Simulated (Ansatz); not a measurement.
A nudged elastic band was laid between two geometries of BCl2H + BrH (6 atoms, charge 0, multiplicity 1).

Theory: RHF/def2-SVP (Ansatz 0.2.0).

* movable images: 7
* climbing image: yes
* spring: 5.0 eV/Å²
* optimiser: quadratic models (default)
* start path: through a guess of the saddle point
* force threshold: 0.03 eV/Å
* iteration limit: 60
* end points: relaxed

Image 0:

```xyz
6
Properties=species:S:1:pos:R:3
B 0.063 -0.526 -0.081
Cl 0.101 -0.821 1.649
Cl 1.425 -0.975 -1.077
H -0.897 -0.031 -0.570
Br 0.441 3.397 1.219
H 0.236 2.382 2.174
```

Image 8:

```xyz
6
Properties=species:S:1:pos:R:3
B 0.193 0.539 -0.648
Cl -0.035 -0.191 2.947
Cl 1.498 -0.498 -1.160
H -0.912 0.117 -0.568
Br 0.511 2.389 -0.245
H 0.116 1.072 2.987
```

What changes between the two ends?

Bonds broken: B1–Cl2, Br5–H6. Bonds formed: B1–Br5, Cl2–H6. BCl2H + BrH becomes BBrClH + ClH.

What energy profile does the band end with?

The forces met the threshold. The highest image is number 4 of 0 to 8, 41.6 kcal/mol above the first end and 37.5 kcal/mol above the last; the last end lies 4.1 kcal/mol above the first. A vibrational analysis at the climbing image gives one clearly imaginary mode, 1394i cm⁻¹: a first-order saddle point. The orbitals stay closed-shell, which can raise the energy where a bond breaks towards radicals; this wasn't checked here.

```csv
image,path coordinate (Å),energy (kcal/mol),B1–Cl2 (Å),Br5–H6 (Å),B1–Br5 (Å)
0,0.00,0.0,1.76,1.41,4.15
1,0.59,0.3,1.76,1.41,3.82
2,1.18,2.4,1.77,1.41,3.32
3,1.76,15.0,1.81,1.43,2.75
4,2.35,41.6,2.01,1.70,2.24
5,2.87,21.6,2.44,2.16,2.02
6,3.38,8.0,2.97,2.60,1.94
7,3.89,4.6,3.39,3.05,1.92
8,4.41,4.1,3.68,3.51,1.92
```

What is the geometry of the highest image?


```xyz
6
Properties=species:S:1:pos:R:3
B 0.117 0.242 0.057
Cl 0.069 -0.232 2.008
Cl 1.524 -0.432 -0.771
H -0.972 0.146 -0.393
Br 0.384 2.404 0.562
H 0.249 1.300 1.851
```

What are the harmonic wavenumbers there?

1394i, 162, 236, 288, 439, 537, 606, 837, 994, 1080, 1261, 2869 cm⁻¹.

The run took 5.2 min on 1 thread of Arm Neoverse V1 (shared host), peak memory 0.19 GiB.
